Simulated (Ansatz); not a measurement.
The cluster BSb₂⁻. Total charge -1; triplet. Geometry PBE-D4/def2-TZVPD.

Cartesian coordinates in Å:
```
B 0.000 0.002 0.001
Sb -1.677 -0.832 0.886
Sb 1.678 0.830 -0.887
```

In the def2 sets Sb takes a core potential; there is no spin–orbit coupling. At r2SCAN-D4/def2-TZVPD, PBE0-D4/def2-TZVPD, BHLYP-D4/def2-TZVPD the charge -1 triplet is spin-contaminated (final ⟨S²⟩ up to 2.19, 2.00 for a pure state). The structure comes from a short search, and lower isomers may exist.

**Question.** Estimate the α-spin orbital energies around the gap (eV) in Ansatz with LDA (SPW92)/def2-TZVPD, PBE-D4/def2-TZVPD, r2SCAN-D4/def2-TZVPD, PBE0-D4/def2-TZVPD, BHLYP-D4/def2-TZVPD.

**Answer.** 
```json
{"orbital": "HOMO−5", "LDA (SPW92)/def2-TZVPD": "-4.00", "PBE-D4/def2-TZVPD": "-3.83", "r2SCAN-D4/def2-TZVPD": "-4.10", "PBE0-D4/def2-TZVPD": "-5.01", "BHLYP-D4/def2-TZVPD": "-6.04"}
{"orbital": "HOMO−4", "LDA (SPW92)/def2-TZVPD": "-1.83", "PBE-D4/def2-TZVPD": "-1.65", "r2SCAN-D4/def2-TZVPD": "-1.90", "PBE0-D4/def2-TZVPD": "-2.66", "BHLYP-D4/def2-TZVPD": "-3.52"}
{"orbital": "HOMO−3", "LDA (SPW92)/def2-TZVPD": "-1.40", "PBE-D4/def2-TZVPD": "-1.24", "r2SCAN-D4/def2-TZVPD": "-1.51", "PBE0-D4/def2-TZVPD": "-2.20", "BHLYP-D4/def2-TZVPD": "-2.93"}
{"orbital": "HOMO−2", "LDA (SPW92)/def2-TZVPD": "-1.40", "PBE-D4/def2-TZVPD": "-1.24", "r2SCAN-D4/def2-TZVPD": "-1.51", "PBE0-D4/def2-TZVPD": "-2.20", "BHLYP-D4/def2-TZVPD": "-2.93"}
{"orbital": "HOMO−1", "LDA (SPW92)/def2-TZVPD": "-0.32", "PBE-D4/def2-TZVPD": "-0.24", "r2SCAN-D4/def2-TZVPD": "-0.59", "PBE0-D4/def2-TZVPD": "-1.17", "BHLYP-D4/def2-TZVPD": "-1.84"}
{"orbital": "HOMO", "LDA (SPW92)/def2-TZVPD": "-0.32", "PBE-D4/def2-TZVPD": "-0.24", "r2SCAN-D4/def2-TZVPD": "-0.59", "PBE0-D4/def2-TZVPD": "-1.17", "BHLYP-D4/def2-TZVPD": "-1.84"}
{"orbital": "LUMO", "LDA (SPW92)/def2-TZVPD": "2.68", "PBE-D4/def2-TZVPD": "2.89", "r2SCAN-D4/def2-TZVPD": "3.26", "PBE0-D4/def2-TZVPD": "3.40", "BHLYP-D4/def2-TZVPD": "3.84"}
{"orbital": "LUMO+1", "LDA (SPW92)/def2-TZVPD": "2.68", "PBE-D4/def2-TZVPD": "2.89", "r2SCAN-D4/def2-TZVPD": "3.27", "PBE0-D4/def2-TZVPD": "3.68", "BHLYP-D4/def2-TZVPD": "4.14"}
{"orbital": "LUMO+2", "LDA (SPW92)/def2-TZVPD": "2.86", "PBE-D4/def2-TZVPD": "2.93", "r2SCAN-D4/def2-TZVPD": "3.53", "PBE0-D4/def2-TZVPD": "3.68", "BHLYP-D4/def2-TZVPD": "4.30"}
{"orbital": "LUMO+3", "LDA (SPW92)/def2-TZVPD": "3.37", "PBE-D4/def2-TZVPD": "3.35", "r2SCAN-D4/def2-TZVPD": "3.96", "PBE0-D4/def2-TZVPD": "3.76", "BHLYP-D4/def2-TZVPD": "4.56"}
{"orbital": "LUMO+4", "LDA (SPW92)/def2-TZVPD": "3.41", "PBE-D4/def2-TZVPD": "3.46", "r2SCAN-D4/def2-TZVPD": "4.06", "PBE0-D4/def2-TZVPD": "3.91", "BHLYP-D4/def2-TZVPD": "4.56"}
{"orbital": "LUMO+5", "LDA (SPW92)/def2-TZVPD": "4.73", "PBE-D4/def2-TZVPD": "4.81", "r2SCAN-D4/def2-TZVPD": "5.40", "PBE0-D4/def2-TZVPD": "5.33", "BHLYP-D4/def2-TZVPD": "5.89"}
{"orbital": "β HOMO", "LDA (SPW92)/def2-TZVPD": "-1.04", "PBE-D4/def2-TZVPD": "-0.81", "r2SCAN-D4/def2-TZVPD": "-0.97", "PBE0-D4/def2-TZVPD": "-1.51", "BHLYP-D4/def2-TZVPD": "-2.05"}
{"orbital": "β LUMO", "LDA (SPW92)/def2-TZVPD": "0.30", "PBE-D4/def2-TZVPD": "0.63", "r2SCAN-D4/def2-TZVPD": "0.83", "PBE0-D4/def2-TZVPD": "1.27", "BHLYP-D4/def2-TZVPD": "1.93"}
```
